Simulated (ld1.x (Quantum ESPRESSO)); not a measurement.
Varying the TM semilocal potential for In (Z = 49)

Base potential:

```
Element                 : In
Generator               : ld1.x (Quantum ESPRESSO) 7.5
Type                    : norm-conserving Troullier–Martins (semilocal form)
Functional              : BLYP
Relativity              : scalar-relativistic
Frozen core             : [Kr] 4d10
Valence charge          : 3
Reference configuration : 5s2 5p0 (charge +1)
Partial waves           : 5s (bound): rc 1.55 bohr; 5p (bound, empty): rc 2.55 bohr
Local potential         : the p channel
Core correction         : a·sin(br)/r model core inside 1.05 bohr
```

All-electron outer shells of the reference configuration (BLYP, scalar-relativistic, ld1.x):

| shell | level (eV) | outermost node (bohr) | outermost maximum (bohr) |
| --- | --- | --- | --- |
| 4d | -25.89 | 0.40 | 0.94 |
| 5s | -14.95 | 1.02 | 2.11 |
| 5p | -8.49 | 1.14 | 2.64 |

Cutoffs, loose and tight: the cutoffs (Ry, on a coarse ladder) from which the occupation-weighted sum of valence levels, in a spherical-Bessel basis at the reference potential, stays within 10 and 1 mRy of its value at 400 Ry. They do not see the model core or the augmentation charge, which bear on the density cutoff. Test errors are all-electron minus pseudo excitation energies from the reference, over the configurations 5s2 5p1; 5s1 5p0; 5s2 5p0.5; 5s1 5p2; 5s2 5p1.3; 5s1 5p1; 5s0 5p3. A dash means not determined; rows that change the core or the reference have their own tests.

A true bound ghost makes a file unfit for plane-wave use even where its test errors are small: the radial tests pick states by their node count and pass the ghost by.

A semilocal file is local in each channel, so a ghost entry of none says nothing of the separable form that plane-wave codes build from it.

```csv
change,outcome,"cutoff, loose","cutoff, tight",bound ghosts,largest test error (meV)
base,generated,35 Ry,140 Ry,none,-106
"all radii but the core radius scaled by about 0.80 (s 1.24, p 2.04 bohr)",failed: run_pseudo: Errors in PS-KS equation,–,–,–,–
"all radii but the core radius scaled by about 0.87 (s 1.34, p 2.22 bohr)",generated,140 Ry,300 Ry,s,-182
```

**Question.** What comes out with this change to the base: all radii but the core radius scaled by about 1.22 (s 1.90, p 3.12 bohr)?

**Answer.** outcome: generated; cutoff, loose: 18 Ry; cutoff, tight: 40 Ry; bound ghosts: none; largest test error (meV): -109.

**Question.** What comes out with this change to the base: all radii but the core radius scaled by about 1.38 (s 2.14, p 3.52 bohr)?

**Answer.** outcome: generated; cutoff, loose: 18 Ry; cutoff, tight: 30 Ry; bound ghosts: none; largest test error (meV): -109.

**Question.** What comes out with this change to the base: all radii but the core radius scaled by about 1.13 (s 1.76, p 2.88 bohr)?

**Answer.** outcome: generated; cutoff, loose: 25 Ry; cutoff, tight: 50 Ry; bound ghosts: none; largest test error (meV): -109.

Reading the sweep of the scale of all radii but the core radius (base = 1) (base included, trends over the rows without a ghost): The loose cutoff falls from 35 Ry at 1 to 18 Ry at 1.38. A larger radius leaves more room for a smooth pseudo-wave, so fewer plane waves are needed; a smaller one forces it to follow the all-electron wave where it bends sharply. The median size of the test errors (rows with all tests solved) is not monotonic: lowest 9.5 meV at 1.38, highest 15.2 meV at 1. Bound ghosts are found at 0.87. The generation fails at 0.8.
